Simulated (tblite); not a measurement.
A tight-binding relaxation on `C/C=C1\C=CBC=C1Cl`.

Computed with GFN2-xTB geometry optimisation, gas phase (tblite 0.8.0). Start geometry: from a force field or distance geometry. The command runs a driver script over a list of jobs; the input below is this job's line of settings and its coordinates in Å.

Command:
```bash
OMP_NUM_THREADS=1 python probes_run.py task.json out
```

Input:
```
{"job": {"kind": "relax", "xc": "GFN2-xTB", "basis": "xTB"}, "charge": 0, "multiplicity": 1}
C     -2.660100    -0.401700    -0.096700
C     -1.567600     0.607500    -0.259000
C     -0.245400     0.308100    -0.087800
C      0.183500    -1.069700     0.250300
C      1.469800    -1.400600     0.429800
B      2.573100    -0.316300     0.247600
C      2.091300     1.124400    -0.117900
C      0.791400     1.388500    -0.261200
Cl     0.349300     3.038400    -0.676400
H     -2.674800    -0.813100     0.939300
H     -2.550400    -1.220800    -0.836100
H     -3.650900     0.090400    -0.275500
H     -1.875900     1.609700    -0.491900
H     -0.539600    -1.867600     0.387100
H      1.748800    -2.404400     0.677300
H      3.720800    -0.567300     0.400400
H      2.829600     1.906300    -0.239400
```

Output:
```
step      E/eV     max force
  0    -674.45079    1.468
  1    -674.54935    0.786
  2    -674.60146    0.673
  3    -674.64031    0.539
  4    -674.66821    0.397
  5    -674.68047    0.287
  6    -674.68725    0.184
  7    -674.69116    0.178
  8    -674.69350    0.125
  9    -674.69454    0.062
... (9 lines left out)
 19    -674.69620    0.025
 20    -674.69628    0.020
 21    -674.69636    0.022
 22    -674.69643    0.018
 23    -674.69648    0.015
 24    -674.69652    0.017
 25    -674.69656    0.023
 26    -674.69660    0.020
 27    -674.69663    0.011
 28    -674.69664    0.006
```

«max force» is the largest atomic force in eV/Å.

Task: From which step on does the largest force stay under 0.1 eV/Å, and how much energy is left to gain from there?

Result: From step 9 (0.062 eV/Å), 2.1 meV above the end.

Main results: energy lowered by 5.7 kcal/mol over 28 steps; largest atomic force 0.006 eV/Å at the end.

Task: Where do the atoms end?

Result: 0.058 Å rms from the input after alignment:
```
atom  x, y, z in Å
C1    -2.6729   -0.3779   -0.1006
C2    -1.5482    0.5852   -0.2430
C3    -0.2337    0.2996   -0.0860
C4     0.2120   -1.0398    0.2518
C5     1.5057   -1.3707    0.4200
B6     2.6107   -0.3167    0.2577
C7     2.1063    1.0873   -0.1019
C8     0.7906    1.3206   -0.2493
Cl9    0.2528    2.9293   -0.6592
H10   -2.6898   -0.8072    0.9014
H11   -2.5695   -1.2004   -0.8086
H12   -3.6250    0.1134   -0.2802
H13   -1.8261    1.5993   -0.4945
H14   -0.5708   -1.7785    0.3647
H15    1.7226   -2.4026    0.6711
H16    3.7487   -0.5509    0.3938
H17    2.7797    1.9221   -0.2473
```

Time: 0.18 s of wall time. Hardware: Arm Neoverse V2, one thread, shared host with 32 logical CPUs at a one-minute load of 30.
Labels such as C1 count atoms from 1, the log's own numbers from 0.
